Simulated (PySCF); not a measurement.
Compound: C₂H₅BF₂OS.
Z-matrix (Å and degrees, PBE0-D3(BJ)/def2-SVP geometry), rows numbered from 1:
```
C 
S   1  1.8180
B   2  1.7783  1  102.74
O   3  1.3673  2  120.21  1    -0.42
C   4  1.3634  3  122.34  2  -177.84
F   5  1.3351  4  108.43  3  -134.21
F   5  1.3384  4  109.10  3   108.66
H   1  1.0978  2  110.50  3   -70.11
H   1  1.0971  2  110.68  3    51.20
H   1  1.0972  2  107.15  3   170.78
H   3  1.2078  2  118.57  1   179.53
H   5  1.1044  4  112.58  3   -12.72
```

Computed, not measured: PySCF 2.14.0, PBE0-D3(BJ)/def2-SVP geometry optimisation, gas phase.

Take the most abundant isotopes and a rigid rotor. The values belong to one conformer with, in the numbering `[CH3:1][S:2][BH:3][O:4][CH:5]([F:6])[F:7]`, C1–S2–B3–O4 0°, S2–B3–O4–C5 -178°, B3–O4–C5–F6 -134°.

What are A, B and C (GHz)?

Ia = 103.10, Ib = 529.96, Ic = 549.56 u·Å²; 505379 MHz·u·Å²/I gives 4902, 953.6 and 919.6 MHz, that is A = 4.9018, B = 0.9536, C = 0.9196 GHz.

Classify the top.

A near-prolate asymmetric top: κ = (2 × 953.6 − 4902 − 919.6)/(4902 − 919.6) = -0.98.

Is it planar, by Δ = Ic − Ia − Ib?

Not planar: Δ = Ic − Ia − Ib = -83.50 u·Å². For a rigid frame Δ = −2 Σ m c², so Σ m c² = 41.75 u·Å² lies off the ab plane: 4.06 from hydrogen and 37.69 from heavier atoms. The atom farthest from that plane is 1.38 Å away.

Give the other two planar moments, Paa and Pbb, and the rms extents of the mass along the axes.

Paa = Σ m a² = (Ib + Ic − Ia)/2 = 488.21 and Pbb = Σ m b² = (Ia + Ic − Ib)/2 = 61.35 u·Å². With the mass M = 126.01 u, the rms extents √(P/M) along a, b and c are 1.97, 0.70, 0.58 Å.

List the rotational levels J(Ka,Kc) to J = 4 (MHz).

Above 0(0,0):
J = 1: 1(0,1) 1873, 1(1,1) 5821, 1(1,0) 5855
J = 2: 2(0,2) 5619, 2(1,2) 9534, 2(1,1) 9636, 2(2,1) 21481, 2(2,0) 21481
J = 3: 3(0,3) 11238, 3(1,3) 15102, 3(1,2) 15307, 3(2,2) 27100, 3(2,1) 27101, 3(3,1) 46926, 3(3,0) 46926
J = 4: 4(0,4) 18729, 4(1,4) 22527, 4(1,3) 22867, 4(2,3) 34593, 4(2,2) 34596, 4(3,2) 54420, 4(3,1) 54420, 4(4,1) 82176, 4(4,0) 82176
The levels of one J sum to (2J + 1)J(J + 1)(A + B + C)/3.

Predict some low-J microwave lines.

The dipole components are |μa| = 0.55 D, |μb| = 0.03 D, |μc| = 0.29 D. The squared components, which scale the intensities, stand as 1.00 : 0.00 : 0.27 (a : b : c). Some lines, for components of 0.1 D or more:

```csv
type,branch,"J(Ka,Kc)",MHz,lower level (cm⁻¹)
a,R,"1(0,1) ← 0(0,0)",1873,0.000
a,R,"2(1,2) ← 1(1,1)",3712,0.194
a,R,"2(0,2) ← 1(0,1)",3746,0.062
a,R,"2(1,1) ← 1(1,0)",3780,0.195
c,Q,"4(1,4) ← 4(0,4)",3798,0.625
c,Q,"3(1,3) ← 3(0,3)",3864,0.375
c,Q,"2(1,2) ← 2(0,2)",3914,0.187
a,R,"3(1,3) ← 2(1,2)",5569,0.318
a,R,"3(0,3) ← 2(0,2)",5619,0.187
a,R,"4(2,3) ← 3(2,2)",7493,0.904
a,R,"4(3,1) ← 3(3,0)",7493,1.565
a,R,"4(2,2) ← 3(2,1)",7495,0.904
a,R,"4(1,3) ← 3(1,2)",7561,0.511
c,R,"3(1,2) ← 2(0,2)",9687,0.187
c,Q,"4(2,3) ← 4(1,3)",11726,0.763
c,Q,"3(2,2) ← 3(1,2)",11794,0.511
c,Q,"2(2,1) ← 2(1,1)",11845,0.321
c,R,"2(2,0) ← 1(1,0)",15625,0.195
c,R,"2(2,1) ← 1(1,1)",15659,0.194
c,Q,"4(3,2) ← 4(2,2)",19823,1.154
c,Q,"3(3,1) ← 3(2,1)",19825,0.904
c,R,"3(3,1) ← 2(2,1)",25446,0.717
c,R,"4(3,1) ← 3(2,1)",27318,0.904
c,Q,"4(4,1) ← 4(3,1)",27756,1.815
```

Not checked by PBE0-D3(BJ)/def2-SVP frequencies. No vibrational averaging or centrifugal distortion is included, and the geometry carries the error of its method. A rigid rotor knows nothing of internal rotation, which can split or shift real lines. Quadrupole hyperfine structure (11B) is left out.
